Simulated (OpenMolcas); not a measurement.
## neutral barium: CASPT2 settings compared

```
Program             : OpenMolcas
Basis               : ANO-RCC-VDZP [7s6p3d1f]
Scalar Hamiltonian  : DKH3, point nucleus
Active space        : 2 electrons in 9 orbitals (5d 6s 6p)
State averaging     : 2S+1 = 3 even, 18 roots; 2S+1 = 1 even, 21 roots; 2S+1 = 3 odd, 18 roots; 2S+1 = 1 odd, 15 roots
Spin-orbit coupling : RASSI with atomic mean-field integrals over the reference wave functions, term energies averaged over their components
```

Methods on the same reference wave functions:
A. CASSCF
B. SS-CASPT2, IPEA 0.5 Eh, imaginary shift 0.05 Eh (closed shells correlated: 5s 5p)
C. SS-CASPT2, IPEA 0.5 Eh, sigma2 regulariser 0.15 Eh (closed shells correlated: none)
D. SS-CASPT2, IPEA 0 Eh, sigma1 regulariser 0.4 Eh (closed shells correlated: 4d 5s 5p)
E. MS-CASPT2, IPEA 0.5 Eh, sigma2 regulariser 0.15 Eh (closed shells correlated: none)
F. MS-CASPT2, IPEA 0.5 Eh, imaginary shift 0.05 Eh (closed shells correlated: 5s 5p)

Energies in cm-1 above 6s2 1S0, the measured ground level; measured values from NIST Handbook of Basic Atomic Spectroscopic Data.

```json
{"Level": "6s2 1S0", "A": "0.0", "B": "0.0", "C": "0.0", "D": "0.0", "E": "0.0", "F": "0.0", "Measured": "0.0"}
{"Level": "6s 6p 3P* 0", "A": "10260", "B": "11680", "C": "10260", "D": "11940", "E": "10260", "F": "11700", "Measured": "12266"}
{"Level": "6s 6p 3P* 1", "A": "10451", "B": "11870", "C": "10450", "D": "12130", "E": "10450", "F": "11890", "Measured": "12637"}
{"Level": "5d 6s 3D1", "A": "10687", "B": "10720", "C": "10580", "D": "10380", "E": "10590", "F": "10750", "Measured": "9034"}
{"Level": "6s 6p 3P* 2", "A": "10861", "B": "12290", "C": "10860", "D": "12540", "E": "10860", "F": "12310", "Measured": "13515"}
{"Level": "5d 6s 3D2", "A": "10903", "B": "10940", "C": "10800", "D": "10600", "E": "10800", "F": "10970", "Measured": "9216"}
{"Level": "5d 6s 3D3", "A": "11320", "B": "11360", "C": "11220", "D": "11020", "E": "11220", "F": "11380", "Measured": "9597"}
{"Level": "5d 6s 1D2", "A": "13122", "B": "13260", "C": "12920", "D": "13140", "E": "12920", "F": "13290", "Measured": "11395"}
{"Level": "6s 6p 1P* 1", "A": "16550", "B": "17660", "C": "16660", "D": "17730", "E": "16660", "F": "17680", "Measured": "18060"}
{"Level": "5d 6p 3F* 2", "A": "21715", "B": "23320", "C": "21740", "D": "23280", "E": "21750", "F": "23350", "Measured": "22065"}
{"Level": "5d 6p 3F* 3", "A": "22322", "B": "23920", "C": "22330", "D": "23890", "E": "22330", "F": "23950", "Measured": "22947"}
{"Level": "5d 6p 1D* 2", "A": "22449", "B": "24060", "C": "22540", "D": "23990", "E": "22540", "F": "24090", "Measured": "23074"}
{"Level": "5d 6p 3F* 4", "A": "22935", "B": "24540", "C": "22950", "D": "24500", "E": "22950", "F": "24560", "Measured": "23757"}
{"Level": "5d2 3F2", "A": "23471", "B": "23940", "C": "23380", "D": "23480", "E": "23380", "F": "23960", "Measured": ""}
{"Level": "5d2 3F3", "A": "23897", "B": "24370", "C": "23810", "D": "23910", "E": "23810", "F": "24400", "Measured": ""}
{"Level": "5d2 3F4", "A": "24392", "B": "24860", "C": "24310", "D": "24400", "E": "24310", "F": "24890", "Measured": ""}
{"Level": "5d 6p 3D* 1", "A": "25321", "B": "26820", "C": "25400", "D": "26550", "E": "25400", "F": "26840", "Measured": "24192"}
{"Level": "5d2 3P0", "A": "25462", "B": "26250", "C": "25210", "D": "25690", "E": "25220", "F": "26270", "Measured": ""}
{"Level": "5d 6p 3D* 2", "A": "25602", "B": "27100", "C": "25680", "D": "26830", "E": "25680", "F": "27120", "Measured": "24532"}
{"Level": "5d2 1D2 [52 %]", "A": "25713", "B": "26070", "C": "25410", "D": "25880", "E": "25400", "F": "26100", "Measured": ""}
{"Level": "5d2 3P1", "A": "25777", "B": "26580", "C": "25540", "D": "26000", "E": "25540", "F": "26590", "Measured": ""}
{"Level": "5d 6p 3D* 3", "A": "26008", "B": "27500", "C": "26090", "D": "27230", "E": "26090", "F": "27530", "Measured": "24980"}
{"Level": "5d2 3P2 [53 %]", "A": "26548", "B": "27160", "C": "26260", "D": "26730", "E": "26240", "F": "27150", "Measured": ""}
{"Level": "5d 6p 3P* 0", "A": "26980", "B": "28010", "C": "26850", "D": "27880", "E": "26850", "F": "28040", "Measured": ""}
```

Deviations, from unrounded energies. A percentage is the sum of absolute deviations over the sum of measured energies, with the sign that they share, or ± where signs differ.

```
           Against measurement  Levels     A     B     C     D     E     F
mean absolute deviation (cm-1)      15  1400  1400  1400  1300  1400  1500
      other configurations (%)      15  ±8.0  ±8.3  ±7.8  ±7.2  ±7.8  ±8.4
```

D lies closest to measurement on these levels and F furthest from it. The largest miss of D in the table is 5d 6p 3D* 1, by +2400 cm-1. The ranking rests on the paired levels alone, and a cruder setting can come out closer through cancelling errors.

Among B to F the level of the table that moves most is 6s 6p 3P* 2, by 1700 cm-1 (lowest in E, highest in D). Moves below CASPT2's spread within the term are not significant.

The mean deviations of B to F differ by less than CASPT2's widest spread within a term (240 cm-1), so their order carries little weight.

The lowest spin-free term lies below A's lowest term by 0.056 hartree in B, 0.001 hartree in C, 0.068 hartree in D, 0.001 hartree in E, 0.056 hartree in F.

Term energies are means over components that CASPT2 splits; among the terms shown or strongly mixed into the levels shown the widest spread is 240 cm-1 (5d2 3F, F). Configurations are named by rounded mean occupations; where the s occupation lies near a half they are strongly mixed, a name can repeat and a true partner stay unpaired. A single d shell beside an s shell can misplace configurations of different d count against each other. Some levels mix across a computed gap that differs much from the measured one, so their mixing is not that of the real levels (holds for A; B; D; F). The CASPT2 spread within a term exceeds the gap to the next term for 5d 6p 1D* and 5d2 3F, 5d2 3F and 5d 6p 3F*, so the order of their levels is uncertain, and so are names and mixing where such terms share a J (holds for D). Computed and measured levels are paired by configuration, term and J; levels that our copy of the source lacks, or whose pairing is in doubt (as where it misses far off the trend of its configuration), stay unpaired and out of the deviations. Only configurations of the active space appear. The table leaves out levels that lie high or whose names do not pair safely across all columns.

A share in square brackets marks a mixed level and gives the weight of the term that names it, the lowest over the columns. * marks odd parity.
